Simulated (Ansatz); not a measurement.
The same path of BClH4N2 + Cl (9 atoms, charge 0, multiplicity 2) was run twice with different band settings.

Level of theory: UKS PBE0-D4/def2-SVP (Ansatz).

Relaxed end points:

```xyz
9
Properties=species:S:1:pos:R:3
B 0.273 0.094 0.048
Cl 0.742 0.664 1.719
N 1.262 0.235 -0.939
H 1.121 -0.047 -1.898
H 2.173 0.624 -0.748
N -1.011 -0.429 -0.103
H -1.644 -0.482 0.688
H -1.376 -0.775 -0.978
Cl -1.539 0.116 3.061
```

```xyz
9
Properties=species:S:1:pos:R:3
B 0.274 0.088 0.050
Cl 0.749 0.648 1.722
N 1.260 0.238 -0.938
H 2.171 0.627 -0.748
H 1.118 -0.037 -1.900
N -1.009 -0.436 -0.102
H -1.642 -0.489 0.689
H -1.377 -0.772 -0.980
Cl -1.544 0.133 3.057
```

Common settings: spring 5.0 eV/Å²; optimiser quadratic models (default); start path through a guess of the saddle point; force threshold 0.03 eV/Å; iteration limit 60; end points relaxed.

| run | movable images | climbing image |
| --- | --- | --- |
| 1 | 7 | yes |
| 2 | 8 | no |

**Question.** What does each run give, and how far can it be trusted?

**Answer.** Run 1: converged after 24 iterations, highest image 0.418 eV above the first end. A vibrational analysis at the climbing image gives one clearly imaginary mode, 322i cm⁻¹: a first-order saddle point.
Run 2: converged after 22 iterations, highest image 0.407 eV above the first end. No image climbed, so the highest image needn't sit at the top of the path.
